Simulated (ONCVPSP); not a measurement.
**carbon: excitation energies, all-electron against ONCV**

- Element: carbon
- Generator: ONCVPSP 4.0.1
- Type: optimised norm-conserving Vanderbilt (ONCV)
- Functional: PBE
- Relativity: non-relativistic
- Frozen core: [He]
- Valence charge: 4
- Reference configuration: 2s2 2p1.5 (charge +0.5)
- Partial waves: 2s: rc 1.00 bohr, ncon 3, nbas 7, qcut 7 1/bohr, 3 projectors, debl 2.1 Ha; 2p: rc 2.35 bohr, ncon 5, nbas 8, qcut 5.4 1/bohr, 1 projector; d scattering state at 0.02 Ha: rc 2.25 bohr, ncon 3, nbas 8, qcut 3.9 1/bohr, 3 projectors, debl 3.9 Ha
- Local potential: polynomial inside 0.70 bohr (lpopt 2, dvloc0 3 Ha)
- Core correction: Teter function, fcfact 3.25, rcfact 1.25

Energies are relative to the spin-unpolarised reference configuration 2s2 2p1.5; without spin polarisation the order of configurations can differ from experiment.

```tsv
valence configuration	charge	ΔE all-electron (eV)	error AE − PS (meV)
2s2 2p1	+1	6.900	+18
2s2 2p0	+2	31.059	+343
2s1 2p3	0	4.498	+25
```

(1) What are ΔE and the potential's error for 2s2 2p2?

Note: ghosts flagged at negative energy: s at -198.8 eV; no localised positive-energy state flagged. A true bound ghost makes a file unfit for plane-wave use.

## Answers

(1) ΔE = -3.965 eV all-electron; the error (AE − PS) is +5.8 meV.
